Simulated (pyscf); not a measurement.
Hydrogen shift: •HP–GaH₂ -> [H₂P–GaH]•

Gas phase, doublet surface, charge 0. Bonds broken: Ga1–H3. Bonds formed: P2–H3. Structures and frequencies: ωB97X-D3(BJ)/def2-SVP in PySCF. Correlated levels are frozen-core, on RHF or UHF. ΔMP2 is the change of the MP2 total energy from the triple- to the quadruple-zeta basis.

Transition state (Å):

```xyz
5

Ga    -0.2642    -0.3043    -0.1625
P      1.4988     0.4805    -1.2804
H      0.4506     1.1973     0.1652
H      0.7150     1.5063    -1.8843
H     -0.6572    -1.5866     0.6305
```

One imaginary mode, 1490i cm⁻¹; descent along it reached the two sides named.

```json
[
 {"bond": "Ga1–H3", "change": "breaks", "reactant side (Å)": "1.569", "saddle": "1.695", "product side": "2.8"},
 {"bond": "P2–H3", "change": "forms", "reactant side (Å)": "3.4", "saddle": "1.924", "product side": "1.427"}
]
```

Electronic energies relative to the reactant's lowest minimum found (kcal/mol):

```
level                             barrier  reaction energy  reverse barrier
--------------------------------  -------  ---------------  ---------------
ωB97X-D3(BJ)/def2-TZVP               29.6             -4.6             34.2
PBE/def2-TZVP                        19.3             -7.2             26.5
r²SCAN/def2-TZVP                     22.8             -5.2             28.0
B3LYP-D3(BJ)/def2-TZVP               25.1             -6.2             31.3
PBE0-D3(BJ)/def2-TZVP                24.0             -6.0             30.0
M06-2X/def2-TZVP                     24.9             -7.9             32.8
ωB97M-D3(BJ)/def2-TZVP               27.1             -6.2             33.2
HF/def2-TZVP                         42.2             -0.9             43.1
MP2/def2-QZVPP                       27.5             -4.5             32.0
CCSD/def2-TZVPP                      29.8             -2.9             32.7
CCSD(T)/def2-TZVPP                   26.9             -3.6             30.5
CCSD(T)/def2-TZVPP + ΔMP2(QZVPP)     26.0             -3.5             29.5
```

With CCSD(T)/def2-TZVPP + ΔMP2(QZVPP) energies and thermal terms (ideal gas, 1 atm, RRHO with modes under 100 cm⁻¹ raised to 100, one conformer, R ln 2 for rigid chiral ones), in kcal/mol:

| T (K) | ΔH‡ | ΔG‡ | ΔH | ΔG |
|---|---|---|---|---|
| 298 | 25.0 | 25.6 | -2.5 | -2.5 |
| 600 | 24.4 | 26.5 | -2.7 | -2.5 |
| 900 | 23.8 | 27.7 | -2.8 | -2.3 |
| 1200 | 23.3 | 29.1 | -2.9 | -2.2 |

This is the saddle that the search found; another between the same sides may lie lower. The CCSD(T) − MP2 part came from Ansatz, without density fitting, on the same reference. The frozen core leaves the outer d or s,p core shells of the metals and heavy elements correlated in the MP2 and CC values, and def2-TZVPP describes them poorly, which can shift differences by a few kcal/mol. Elements up to Kr have no core potential and no relativistic terms here.
